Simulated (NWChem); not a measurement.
System: CrNH₃S₂O; SMILES [S]=[Cr]([SH])(=[O])[NH2]

```xyz
8

Cr     0.3105    -0.1389     0.0986
O      1.0904    -0.2048     1.4444
S     -1.2129    -1.4359    -0.0437
N      1.4805    -0.3852    -1.2315
H      2.4937    -0.3948    -1.0764
H      1.2152    -0.6981    -2.1709
S     -0.7035     1.8253    -0.1001
H      0.4148     2.5313     0.2476
```
Atoms are numbered in this order, from 1.

Program: NWChem. The geometry was optimised at PBE-D3(BJ)/def2-SVP. No frequency run checked for a minimum. Level MN15/def2-SVP: energy and gradient on several grids; changes count from the extra-fine grid, which is no exact limit either.

Q: Which is the coarsest grid (medium; fine; xcoarse; coarse; xfine) from which on the energy stays within 100 μHa and each gradient component within 200 μHa/bohr of xfine?

A: medium.
| grid | size of the energy change (μHa) | largest change of a gradient component (μHa/bohr) | time, medium = 1 (rough) |
|---|---|---|---|
| xcoarse | 20000 | 5000 | about 1 |
| coarse | 200 | 500 | about 1 |
| medium | < 10 | 40 | about 1 |
| fine | < 10 | < 30 | about 1 |
| xfine | < 10 | < 30 | 2 |
